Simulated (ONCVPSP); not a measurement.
**tantalum: one change to an ONCV potential, before and after**

tantalum (Ta), optimised norm-conserving Vanderbilt (ONCV), made with ONCVPSP 4.0.1 (PBE, fully relativistic). Core [Kr] 4d10, reference 4f14 5s2 5p6 5d3 6s1.5 (charge +0.5). Waves: 5s+6s: rc 1.55 bohr, ncon 5, nbas 8, qcut 6.3 1/bohr, 2 projectors; 5p: rc 1.30 bohr, ncon 5, nbas 9, qcut 7.3 1/bohr, 2 projectors, debl 2.3 Ha; 5d: rc 2.60 bohr, ncon 4, nbas 9, qcut 7.3 1/bohr, 2 projectors, debl 1.6 Ha; 4f: rc 0.60 bohr, ncon 4, nbas 8, qcut 29.7 1/bohr, 2 projectors, debl 3.1 Ha. Local part: polynomial inside 0.50 bohr (lpopt 5, dvloc0 2 Ha). Core correction: Teter function, fcfact 5, rcfact 1.75.

Open shells are filled in proportion to 2j + 1.

Change: local potential polynomial inside 0.50 bohr (lpopt 5, dvloc0 -2 Ha).

Cutoffs: the cutoffs (Ha) at which the residual kinetic energy of the hardest occupied pseudo-wave falls to 1 and 0.1 mHa per electron; they do not see the model core or the augmentation charge, which bear on the density cutoff. Errors are all-electron minus pseudo energies relative to the spin-unpolarised reference configuration.

Question: What does the change do?

Answer: The potential gets neither clearly harder nor softer (356 Ha and 394 Ha → 356 Ha and 394 Ha); both files keep a bound ghost (d, f, p, s); the number of tests with a reliable result goes from 3 to 4; the errors of the 3 common tests hardly move; the range in which the s phases agree narrows (upper end 4.0 → 2.5).

```csv
quantity,base,changed
"cutoff, loose",356 Ha,356 Ha
"cutoff, tight",394 Ha,394 Ha
bound ghosts,"s, p3/2, d5/2, p1/2, d3/2, f5/2","s, p3/2, d5/2, p1/2, d3/2, f5/2"
GHOST(+) flags under 300 eV,s at 124.3 eV,s at 96.2 eV
tests with a reliable result,3 of 4,4 of 4
"error for 4f14 5s2 5p6 5d3 6s2, meV [ΔE -3.46 eV]",-0.3,-0.3
"error for 4f14 5s2 5p6 5d3 6s1, meV [ΔE 5.01 eV]",-0.2,-0.2
"error for 4f14 5s2 5p6 5d3 6s0, meV [ΔE 19.98 eV]",-3.3,-3.5
s: phases at 1.58 bohr within 0.05 rad from the reference energy up to (Ha; the scan ends near 5),4.0,2.5
p3/2: phases at 1.32 bohr within 0.05 rad from the reference energy up to (Ha; the scan ends near 5),to the end of the scan,to the end of the scan
p1/2: phases at 1.32 bohr within 0.05 rad from the reference energy up to (Ha; the scan ends near 5),to the end of the scan,to the end of the scan
d5/2: phases at 2.64 bohr within 0.05 rad from the reference energy up to (Ha; the scan ends near 5),to the end of the scan,to the end of the scan
d3/2: phases at 2.64 bohr within 0.05 rad from the reference energy up to (Ha; the scan ends near 5),to the end of the scan,to the end of the scan
f7/2: phases at 0.61 bohr within 0.05 rad from the reference energy up to (Ha; the scan ends near 5),to the end of the scan,to the end of the scan
f5/2: phases at 0.61 bohr within 0.05 rad from the reference energy up to (Ha; the scan ends near 5),to the end of the scan,to the end of the scan
"rms error of d²Exc/dni dnj with the model core, mHa",2.34,2.34
```

 A true bound ghost makes a file unfit for plane-wave use even where its test errors are small: the radial tests pick states by their node count and pass the ghost by.
